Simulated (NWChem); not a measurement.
# CH4BClS; SMILES CB(S)Cl

```xyz
8

B      0.3389    -0.0154    -0.0745
Cl    -0.5640     1.4855    -0.4008
C      1.9061     0.0270    -0.0383
H      2.2918     0.3993    -0.9968
H      2.3773    -0.9388     0.1689
H      2.2427     0.7442     0.7221
S     -0.6836    -1.4832     0.1899
H      0.3224    -2.3609     0.3942
```
Atoms are numbered in this order, from 1.

All runs: NWChem. All runs use the structure optimised with B3LYP/6-31G* (spherical d). Vzz is the largest principal value of the second derivative of the potential at the nucleus (NWChem prints the opposite sign); η is the asymmetry. Non-relativistic.

Q: Order these runs by computing time, cheapest first, and give rough ratios: CAM-B3LYP/def2-TZVP; PBE/def2-SVP; PBE/cc-pVTZ.

A: PBE/def2-SVP (1), PBE/cc-pVTZ (9), CAM-B3LYP/def2-TZVP (40). Ratios are rough, from one shared machine; the cheapest took very roughly 10 core-seconds. What differs between the cheapest and the dearest: Vzz B1 (a.u.) 0.296 → 0.396; η B1 0.71 → 0.66; Vzz Cl2 (a.u.) 1.994 → 2.231; η Cl2 0.49 → 0.48.
